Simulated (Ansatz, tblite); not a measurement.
Cost and result up the ladder for the cluster CaF2⁻ (the lowest doublet isomer of a short search) (3 atoms). Total charge -1; doublet. Geometry: PBE0-D4/def2-TZVPD.

```xyz
3

Ca   -0.2201    0.5336    0.3687
F     0.7456    0.8427   -1.4111
F    -0.5255   -1.3764    1.0424
```

Ansatz on 4 threads of Arm Neoverse V2 on a shared host; xTB runs through tblite on one thread. Times are rough, summed over both states, and most runs start from the orbitals of an earlier one. CCSD(T)/def2-TZVPPD serves as the yardstick here, not as an exact answer. The other state is a singlet.

The xTB rows come from tblite. Correlated methods freeze 7 core orbitals; core or outer-core shells of Ca are correlated, in sets that lack core-valence functions. The structure comes from a short search, and lower isomers may exist.

Correlated methods converge slowly with the basis.

Raw xTB energies of ions are shifted by several eV, and xTB has no spin-polarisation term.

```csv
level,functions,wall time,vertical IE (eV),difference from CCSD(T)/def2-TZVPPD (eV),remarks
GFN1-xTB,17,0.003 s,4.98,4.12,–
GFN2-xTB,17,0.004 s,5.95,5.10,–
PBE-D4/def2-TZVPD,116,1.5 s,0.88,0.02,HOMO above zero (-1 doublet)
PBE0-D4/def2-TZVPD,116,1.8 s,0.90,0.05,HOMO above zero (-1 doublet)
r2SCAN-D4/def2-TZVPD (with forces),116,3.5 s,0.81,-0.04,HOMO above zero (-1 doublet)
CCSD(T)/def2-TZVPPD,116,7.7 s,0.86,0.00,–
```
